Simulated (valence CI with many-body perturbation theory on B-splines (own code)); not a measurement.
Questions on Cu8+

Level of theory: relativistic CI+MBPT: three valence electrons over a frozen Dirac-Fock core [Ar], a basis of 7 s, 7 p, 8 d, 6 f, 4 g, 1 h functions for each j, with the one-electron correlation potential Σ1, the two-electron term Σ2, the three-electron term Σ3, Breit, model QED; selected CI, second order for the rest, scaled by the run's own slope (own B-spline code, finite nucleus).

No measured levels were compared; by estimate terms of the open shell hold to 2 to 4 % of their energy, and close levels can change places; different configurations can be misplaced against each other by 1,000 to 8,000 cm⁻¹. The list stops below the first excitations out of the core. Only levels of the ground parity were solved; by the run's estimate the other parity begins above the list, which can be wrong where configurations are misplaced.

Rates and lifetimes use the calculated energies. Strong lines usually hold to 10 to 20 %, long lifetimes can be off by a factor of two.

Question: What is the ground level?

Answer: 3d³ ⁴F_3/2, composition 99 % 3d³ ⁴F, g = 0.400.

Question: What is the ionisation energy?

Answer: 198.36 eV; NIST lists 198 ± 2.2 eV (theoretical).

Question: How well does LS coupling describe the low levels?

Answer: Among the lowest 19 levels the leading LS term, summed over configurations, holds 93 % on average. For single configurations the figures are 93 % in LS and 63 % in jj coupling. Terms mix most in the J = 3/2 level at 36380 cm⁻¹, where the leading one holds 49 %.

Question: How is the term ⁴F of the ground level split?

Answer: J = 3/2 at 0.0, J = 5/2 at 1241, J = 7/2 at 2833, J = 9/2 at 4679 cm⁻¹.
